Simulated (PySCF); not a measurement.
HSE06 on In⁻ (indium, charge -1), [Kr] 4d10 5s2 5p2, high-spin 3P determinant. Calculation: PySCF 2.14, in dyall-av2z (22s16p12d, 130 functions); the non-relativistic Hamiltonian (point nucleus).

```
cycle= 1 E= -5742.17468201651  delta_E= -0.0186  |g|= 0.0256  |ddm|= 0.295
cycle= 2 E= -5742.17465599484  delta_E= 2.6e-05  |g|= 0.0186  |ddm|= 0.153
cycle= 3 E= -5742.1750586178  delta_E= -0.000403  |g|= 0.0146  |ddm|= 0.097
cycle= 4 E= -5742.17512432222  delta_E= -6.57e-05  |g|= 0.00133  |ddm|= 0.0175
cycle= 5 E= -5742.17512684419  delta_E= -2.52e-06  |g|= 0.000108  |ddm|= 0.00606
cycle= 6 E= -5742.17512686028  delta_E= -1.61e-08  |g|= 1.2e-05  |ddm|= 0.000524
cycle= 7 E= -5742.17512686056  delta_E= -2.81e-10  |g|= 1.66e-06  |ddm|= 7.04e-05
converged SCF energy = -5742.17512686056  <S^2> = 2.0030458  2S+1 = 3.0020299
```

Highest occupied orbital energy: 1.037 eV; ⟨L²⟩ = 2.01; populations by l: s 10.00, p 20.00, d 20.00.

Task: Can this result be used?

Result: With care. The run converged. A non-relativistic calculation at this Z misses sizeable relativistic shifts. At HSE06 the highest occupied level has a positive energy, so only the finite basis holds that electron; in a semilocal or global hybrid functional this comes from self-interaction and does not mean that the real anion is unbound.
